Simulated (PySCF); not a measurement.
H4SZr, SMILES [SH][ZrH3], multiplicity 1.

Geometry: PBE0-D3(BJ)/def2-TZVP. The multiplicity is an assumed one; other spin states were not compared. The def2 effective core potentials stand for the cores of Zr; spin–orbit coupling is left out.

Method: PBE/def2-TZVPD (PySCF).

```yaml
total_energy: -447.46864 hartree
point_group: Cs
highest_occupied_level: -6.96 eV
lowest_empty_level: -3.43 eV
orbital_gap: 3.52 eV
dipole_moment: 0.152 e·Å
quadrupole, principal values (traceless, Buckingham form, about the centre of nuclear charge): -3.31, 0.31, 3.00 D·Å
mean_static_polarisability: 76.2 bohr³ (11.29 Å³)
polarisability_principal_values: 68.9, 69.4, 90.2 bohr³
```
